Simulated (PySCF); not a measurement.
ECD: `C[Se][C@@H]1CC[S@]1=O`, C4H8OSSe

Geometry:
```tsv
atom	x (Å)	y (Å)	z (Å)
C1	2.394	-0.002	0.277
Se2	1.074	-0.214	1.704
C3	-0.536	0.067	0.626
C4	-0.904	-0.980	-0.419
C5	-1.432	0.011	-1.446
S6	-0.478	1.421	-0.679
O7	-1.393	2.490	-0.311
H8	3.371	-0.138	0.732
H9	2.242	-0.757	-0.490
H10	2.313	0.998	-0.140
H11	-1.349	0.295	1.315
H12	-1.618	-1.730	-0.079
H13	-0.018	-1.496	-0.789
H14	-1.176	-0.179	-2.484
H15	-2.493	0.220	-1.345
```

Method used: PySCF, TDDFT wB97X-D/aug-cc-pVDZ circular dichroism and optical rotation, one conformer, gas phase. Geometry: GFN2-xTB.

The molecule is flexible and this is one conformer; a measurement averages over conformers. The calculation is non-relativistic, which matters for the atoms heavier than Zn.

Question: Assign R or S to each stereocentre.

Answer: C3 R, S6 R.

Question: Which excitations and rotatory strengths does the calculation give?

Answer: Rotatory strengths R in 10⁻⁴⁰ esu² cm², velocity form and length form (origin at the centre of mass); f in length form.
| state | E (eV) | λ (nm) | f | R (velocity) | R (length) | main |
| --- | --- | --- | --- | --- | --- | --- |
| 1 | 4.70 | 264 | 0.010 | +39.1 | +38.2 | HOMO→LUMO+3 0.29, HOMO→LUMO+1 0.18 |
| 2 | 5.19 | 239 | 0.021 | -19.1 | -17.8 | HOMO−1→LUMO+3 0.20, HOMO→LUMO+9 0.15 |
| 3 | 5.35 | 232 | 0.002 | -5.1 | -4.0 | HOMO→LUMO+1 0.15, HOMO→LUMO+5 0.13 |
| 4 | 5.67 | 219 | 0.030 | +16.0 | +15.9 | HOMO→LUMO+2 0.27, HOMO−1→LUMO+2 0.14 |
| 5 | 5.77 | 215 | 0.010 | -15.4 | -16.4 | HOMO→LUMO 0.44, HOMO→LUMO+3 0.10 |
| 6 | 6.05 | 205 | 0.007 | -19.8 | -22.0 | HOMO→LUMO+1 0.19, HOMO−1→LUMO+3 0.17 |
| 7 | 6.27 | 198 | 0.025 | -15.6 | -14.8 | HOMO→LUMO+4 0.23, HOMO→LUMO+6 0.10 |
| 8 | 6.36 | 195 | 0.007 | +18.7 | +17.7 | HOMO−1→LUMO 0.26, HOMO→LUMO+4 0.09 |
| 9 | 6.47 | 191 | 0.006 | -4.3 | -4.1 | HOMO−1→LUMO 0.19 |
| 10 | 6.56 | 189 | 0.004 | -0.8 | -0.7 | HOMO−1→LUMO+1 0.28, HOMO−1→LUMO+9 0.14 |
| 11 | 6.64 | 187 | 0.027 | -20.4 | -19.3 | HOMO−2→LUMO+3 0.18, HOMO→LUMO+4 0.14 |
| 12 | 6.71 | 185 | 0.011 | -3.9 | -3.9 | HOMO−2→LUMO+1 0.14, HOMO−1→LUMO+1 0.12 |
| 13 | 6.83 | 182 | 0.125 | -78.6 | -79.4 | HOMO→LUMO+8 0.18, HOMO−2→LUMO+3 0.11 |
| 14 | 6.90 | 180 | 0.014 | -34.3 | -33.5 | HOMO→LUMO+6 0.22, HOMO−1→LUMO+4 0.13 |
| 15 | 6.97 | 178 | 0.031 | -23.6 | -23.9 | HOMO→LUMO+2 0.14, HOMO−1→LUMO 0.13 |
| 16 | 7.04 | 176 | 0.031 | +14.2 | +14.4 | HOMO→LUMO+7 0.21, HOMO−1→LUMO+2 0.12 |

Among the states computed, the strongest CD band (largest |R|) is state 13. The largest dissymmetry factor in size, g = 4R/(D+G), with D and G the electric and magnetic dipole strengths, is +0.026 for state 1 (velocity form, f = 0.011), among bands with |R| over 0.5. The mirror image has the same energies and oscillator strengths and all R with the opposite sign.
